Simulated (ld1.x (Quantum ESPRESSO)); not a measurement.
# Ranking TM semilocal potentials for sulfur (S)

All share these settings but for the change named:

```
Element                 : sulfur (S)
Generator               : ld1.x (Quantum ESPRESSO) 7.5
Type                    : norm-conserving Troullier–Martins (semilocal form)
Functional              : PBE
Relativity              : scalar-relativistic
Frozen core             : [Ne]
Valence charge          : 6
Reference configuration : 3s2 3p4
Partial waves           : 3p (bound): rc 1.30 bohr; 3s (bound): rc 1.10 bohr
Local potential         : the s channel
Core correction         : a·sin(br)/r model core inside 0.90 bohr
```

Cutoff: the first of the cutoffs (Ry, on a coarse ladder) from which the occupation-weighted sum of valence levels, in a spherical-Bessel basis at the reference potential, stays within 10 and 1 mRy of its value at 400 Ry; the density cutoff is not measured.

The base gives 70 Ry.

Of 8 variants that were run, those that failed, showed a ghost or another fault, or gave nearly equal values are left out.

Problem. Rank these variants from softest to hardest (loose cutoff).
A. all radii but the core radius scaled by about 1.09 (s 1.20, p 1.42 bohr)
B. all radii but the core radius scaled by about 0.84 (s 0.92, p 1.10 bohr)
C. all radii but the core radius scaled by about 1.27 (s 1.40, p 1.66 bohr)
D. all radii but the core radius scaled by about 0.94 (s 1.04, p 1.22 bohr)

Solution. C (40 Ry), A (50 Ry), D (100 Ry), B (120 Ry).
